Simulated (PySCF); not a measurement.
# Working out the ionisation energy of Al²⁺

Al²⁺ [Ne] 3s1 (2S) → Al³⁺ [Ne] (1S). Calculation: PySCF 2.14, in aug-cc-pwCVTZ; the non-relativistic Hamiltonian (point nucleus). Frozen: 1s2. Energies in hartree (1 hartree = 27.21139 eV):

```
            part  Al²⁺ (lower)  Al³⁺ (upper)
             UHF   -241.029624   -239.999172
CCSD correlation     -0.247636     -0.235987
             (T)     -0.001791     -0.001473
```

Q: What does Hartree-Fock give?

A: (-239.999172) − (-241.029624) = 1.030452 hartree = 28.040 eV.

Q: What do CCSD and CCSD(T) give?

A: The CCSD correlation energies differ by 0.011649 hartree = 0.317 eV and the triples by 0.000318 hartree = 0.009 eV, so CCSD gives 28.357 eV and CCSD(T) 28.366 eV.

Measured between the centres of the two terms (NIST): 28.448 eV, so CCSD(T) (valence and next inner shell) is off by -0.082 eV.

What remains against the reference includes basis incompleteness, the frozen core and higher excitations.
